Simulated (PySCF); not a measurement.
tungsten atom (W), quintet (typed; the unrestricted solution is spin-contaminated) (core potentials on W); PySCF with CAMB3LYP/def2-SVPD.

Input for PySCF:
```python
from pyscf import gto, scf, dft

mol = gto.M(
    atom='''
W     0.000000    0.000000    0.000000
''',
    basis='def2-svpd',
    ecp={'W': 'def2-svpd'},
    charge=0,
    spin=4,
    verbose=4,
)

mf = dft.UKS(mol)
mf.xc = 'camb3lyp'
mf.grids.atom_grid = (99, 590)
mf.grids.prune = None
mf.kernel()
```

Task: Write the output that PySCF gives for this input, abridged.

Result: 
```
PySCF version 2.14.0

[INPUT] verbose = 4
[INPUT] num. atoms = 1
[INPUT] num. electrons = 14
[INPUT] charge = 0
[INPUT] spin (= nelec alpha-beta = 2S) = 4
[INPUT] symmetry False subgroup None
[INPUT] Mole.unit = angstrom
[INPUT] Symbol           X                Y                Z      unit          X                Y                Z       unit  Magmom
[INPUT]  1 W      0.000000000000   0.000000000000   0.000000000000 AA    0.000000000000   0.000000000000   0.000000000000 Bohr   0.0

nuclear repulsion = 0
number of shells = 13
number of NR pGTOs = 60
number of NR cGTOs = 35
basis = def2-svpd
ecp = {'W': 'def2-svpd'}

******** <class 'pyscf.dft.uks.UKS'> ********
method = UKS
initial guess = minao
damping factor = 0
level_shift factor = 0
DIIS = <class 'pyscf.scf.diis.CDIIS'>
diis_start_cycle = 1
diis_space = 8
diis_damp = 0
SCF conv_tol = 1e-09
SCF conv_tol_grad = None
SCF max_cycles = 50
direct_scf = True
direct_scf_tol = 1e-13
number electrons alpha = 9  beta = 5
XC library pyscf.dft.libxc version 7.1.2
    S. Lehtola, C. Steigemann, M. J. T. Oliveira, and M. A. L. Marques,  SoftwareX 7, 1–5 (2018)
XC functionals = camb3lyp
    T. Yanai, D. P. Tew, and N. C. Handy,  Chem. Phys. Lett. 393, 51 (2004)
radial grids:
    Treutler-Ahlrichs [JCP 102, 346 (1995); DOI:10.1063/1.469408] (M4) radial grids

becke partition: Becke, JCP 88, 2547 (1988); DOI:10.1063/1.454033
pruning grids: None
grids dens level: 3
symmetrized grids: False
atomic radii adjust function: <function treutler_atomic_radii_adjust>
User specified grid scheme (99, 590)
small_rho_cutoff = 0
Set gradient conv threshold to 3.16228e-05
tot grids = 58416
init E= -54.6749449697869

cycle= 1 E= -66.6449580265457  delta_E=  -12  |g|= 0.334  |ddm|=    5
cycle= 2 E= -66.6404283240577  delta_E= 0.00453  |g|= 0.513  |ddm|= 1.93
cycle= 3 E= -66.8111326947559  delta_E= -0.171  |g|= 0.128  |ddm|= 0.988
cycle= 4 E= -66.8293460475014  delta_E= -0.0182  |g|= 0.0258  |ddm|= 0.462
cycle= 5 E= -66.8353947020918  delta_E= -0.00605  |g|= 0.0258  |ddm|= 0.232
cycle= 6 E= -66.8347902682683  delta_E= 0.000604  |g|= 0.0255  |ddm|= 0.0224
cycle= 7 E= -66.8191099625662  delta_E= 0.0157  |g|= 0.0411  |ddm|= 0.69
cycle= 8 E= -66.8184735946355  delta_E= 0.000636  |g|= 0.0377  |ddm|= 0.0749
cycle= 9 E= -66.8196203154602  delta_E= -0.00115  |g|= 0.0117  |ddm|= 0.188
cycle= 10 E= -66.8198590254578  delta_E= -0.000239  |g|= 0.00547  |ddm|= 0.0953
cycle= 11 E= -66.820051982541  delta_E= -0.000193  |g|= 0.00608  |ddm|= 0.032
cycle= 12 E= -66.8193227994402  delta_E= 0.000729  |g|= 0.00822  |ddm|= 0.145
cycle= 13 E= -66.8193598185453  delta_E= -3.7e-05  |g|= 0.000946  |ddm|= 0.0426
cycle= 14 E= -66.8193601667292  delta_E= -3.48e-07  |g|= 0.000711  |ddm|= 0.00848
cycle= 15 E= -66.8193605317611  delta_E= -3.65e-07  |g|= 6.8e-05  |ddm|= 0.00241
cycle= 16 E= -66.8193605245174  delta_E= 7.24e-09  |g|= 3.41e-05  |ddm|= 0.000646
cycle= 17 E= -66.819360515998  delta_E= 8.52e-09  |g|= 2.21e-05  |ddm|= 0.000385
cycle= 18 E= -66.8193605108314  delta_E= 5.17e-09  |g|= 8.07e-06  |ddm|= 0.000426
cycle= 19 E= -66.8193605113054  delta_E= -4.74e-10  |g|= 8.67e-06  |ddm|= 0.000123
Extra cycle  E= -66.8193605125484  delta_E= -1.24e-09  |g|= 1.17e-05  |ddm|= 9.34e-05
converged SCF energy = -66.8193605125484  <S^2> = 7.0002889  2S+1 = 5.3852721
```
